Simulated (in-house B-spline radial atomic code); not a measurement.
A fraction x of an electron is removed from 3d in Co4+, starting from [Ar] 3d5 and keeping the highest spin. Computed with a radial B-spline atomic code at the basis-set limit: scalar-relativistic (X2C) SCAN, spin-polarised, spherical fractional occupations, Fermi nucleus of rms radius 3.7875 fm.

```
   x  E(x) - E(0) (eV)  3d up level (eV)
   0            0.0000           -68.975
 0.1            7.0074           -71.177
0.17           12.0441           -72.730
0.36           26.2668           -76.994
0.44           32.4989           -78.811
 0.5           37.2687           -80.182
0.58           43.7567           -82.021
0.73           56.3204           -85.501
0.85           66.7491           -88.316
0.92           72.9891           -89.970
   1           80.2627           -91.872
```

The exact functional would give a straight line between the two integer points. Deviations E(x) - E(0) - x[E(1) - E(0)], in eV: -1.019 at x = 0.1, -1.601 at x = 0.17, -2.628 at x = 0.36, -2.817 at x = 0.44, -2.863 at x = 0.5, -2.796 at x = 0.58, -2.271 at x = 0.73, -1.474 at x = 0.85, -0.853 at x = 0.92.

The curve lies below the straight line by up to 2.863 eV (at x = 0.5): convex, the delocalisation error that favours fractional charges.

How well does Slater's transition state (minus the level at half occupation) give the ionisation energy?

It gives 80.182 eV against 80.263 eV from the two total energies; NIST lists 79.50 eV, ground level to ground level.
